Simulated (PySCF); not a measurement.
Electron correlation in O (oxygen, neutral)

[He] 2s1 2p5, high-spin 3P determinant (an excited configuration). All numbers are calculated (PySCF 2.14, the spin-free X2C one-electron Hamiltonian (Gaussian nucleus), in dyall-av3z). Frozen: 1s2; 6 electrons correlated; the 14 highest virtual orbitals of each spin left out.

| level | correlation energy (mhartree) |
| --- | --- |
| CCSD | -212.76 |
| (T) | -16.88 |
| CCSD(T) | -229.64 |

Diagnostics: T1 = 0.024, D1 = 0.0644, largest double amplitude 0.221.

Q: Is a single reference adequate?

A: Not fully. A double-excitation amplitude exceeds 0.15, a sign of near-degeneracy.
